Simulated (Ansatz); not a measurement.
Consider the ligand exchange at the In–N bond: `CC[N](C)[InH2]` + CH₃SH → `C[S][InH2]` + `CCNC`.

Calculated with Ansatz (gas phase, PBE0-D4/def2-TZVP geometries, no zero-point term in ΔE). CCSD(T)/CBS adds triple-zeta CCSD(T) − MP2 to the extrapolated MP2 energy (def2 sets, frozen cores). This one scheme is used for every species. Functionals use def2-TZVPP. Elements past krypton have def2 core potentials. For In outer-core shells are correlated without core-valence functions, which leaves a few kJ/mol of doubt a bond. Each species was taken in one conformer, which may not be the lowest.

```
         species  CAM-B3LYP energy (Eh)
`CC[N](C)[InH2]`             -365.14105
           CH₃SH             -438.71374
    `C[S][InH2]`             -629.43480
          `CCNC`             -174.45003
```

(1) Work out ΔE.

(2) What do rigid-rotor, harmonic-oscillator terms from PBE0-D4/def2-TZVP frequencies (298.15 K, 1 bar) make of the CCSD(T)/CBS value? (Estimate.)

Largest T1 diagnostic among the species: 0.016.

Answers

(1) ΔE = (-629.43480) + (-174.45003) − (-365.14105) − (-438.71374) = -0.03004 Eh = -78.9 kJ/mol. CCSD(T)/CBS gives -68.6 kJ/mol.

(2) The calculation gave: ΔZPE = +9.6 kJ/mol, ΔH = -59.1 kJ/mol, ΔS = 16 J/(mol·K), ΔG = -63.7 kJ/mol. Modes under 50 cm⁻¹ make the entropy rough.

From BLYP to BHLYP (50 % exact exchange), in def2-TZVPP and without D4, ΔE moves by −8.2 kJ/mol. In def2-TZVPP, CCSD(T) changes the Hartree–Fock value by +30.1 kJ/mol (the triples alone add +3.8 kJ/mol) and MP2 by +30.6 kJ/mol.
